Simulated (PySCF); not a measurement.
Compound: C2H5ClGeO.
Bonds: C1–C2, C2–O3 (double), C2–Ge4, Ge4–Cl5. Hydrogens: H6, H7, H8 on C1; H9, H10 on Ge4.

The calculation used PySCF 2.14.0, PBE0-D3(BJ)/def2-SVP geometry optimisation, gas phase.

Task: List the bond lengths, angles and torsions at this level.

Result: 
| bond | length (Å) |
| --- | --- |
| C1–C2 | 1.496 |
| C2=O3 | 1.205 |
| C2–Ge4 | 2.006 |
| Ge4–Cl5 | 2.174 |
| C1–H6, C1–H7, C1–H8 | 1.101 |
| Ge4–H9, Ge4–H10 | 1.535 |

Bonds in one row agree within 0.01 Å and their mean is given. A selection of angles:
| angle | degrees |
| --- | --- |
| C2–C1–H6 | 109.6 |
| H6–C1–H7 | 105.9 |
| H6–C1–H8 | 110.6 |
| C1–C2–O3 | 124.5 |
| C1–C2–Ge4 | 120.5 |
| O3–C2–Ge4 | 115.0 |
| C2–Ge4–Cl5 | 109.6 |
| C2–Ge4–H9 | 110.0 |
| Cl5–Ge4–H9 | 107.7 |
| H9–Ge4–H10 | 111.5 |

Torsions: C1–C2–Ge4–Cl5 2° (synperiplanar).

The 5 heavy atoms lie in one plane (0.017 Å rms). Ge4 (germanium bonded to C, Cl and 2 H) is tetrahedral (angles from 107.7° to 111.5°).

No frequency check. The numbers are those of one conformer.
